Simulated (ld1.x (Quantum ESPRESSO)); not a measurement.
phosphorus (P), RRKJ: configuration errors across variants

ld1.x (Quantum ESPRESSO) 7.5 input, shortened:

```
&input
   title='P', zed=15., rel=1, dft='PW91', iswitch=3,
   config='[Ne] 3s1 3p4'
 /
 &inputp
   pseudotype=2, tm=.false., rho0=0.005, lloc=-1, rcloc=1.00,
   nlcc=.false.
 /
2
3S  1  0   1.00   0.00  1.30  1.30  0.0
3P  2  1   4.00   0.00  1.45  1.45  0.0
 &test
   configts(1)='3s1 3p4'
 /
```

All-electron excitation energies from the reference (eV): (1) 3s2 3p3 -8.540; (2) 3s2 3p2 1.236; (3) 3s2 3p1 20.443; (4) 3s0 3p5 8.673; (5) 3s2 3p2.5 -4.744; (6) 3s2 3p0 50.264; (7) 3s1 3p3 10.361.

4 further variants failed, have other tests or another functional or relativity, and are left out.

A true bound ghost makes a file unfit for plane-wave use even where its test errors are small: the radial tests pick states by their node count and pass the ghost by.

Errors AE − PS in meV (a dash: test not solved or not reliable):

| change | (1) | (2) | (3) | (4) | (5) | (6) | (7) | bound ghosts |
| --- | --- | --- | --- | --- | --- | --- | --- | --- |
| base | +2.5 | -0.3 | +53 | -0.1 | -0.2 | +416 | +4.5 | none |
| wave 3p (bound): rc 1.45 bohr becomes 3p (bound): rc 1.78 bohr | +0.5 | +2.4 | +99 | -4.0 | -0.9 | +618 | +4.2 | none |
| core correction a·sin(br)/r model core inside 0.76 bohr | +1.3 | +0.3 | +30 | -0.3 | -0.8 | +147 | +5.5 | none |
| local potential all-electron potential smoothed inside 0.58 bohr (lloc = -1) | +0.8 | -0.4 | +8.8 | +0.2 | -0.5 | +38 | +3.9 | s |

**Question.** Give the same row for: local potential all-electron potential smoothed inside 1.05 bohr (lloc = -2).

**Answer.** +1.3, -0.7, +12, -0.2, -0.4, +69, +3.1; bound ghosts: none.
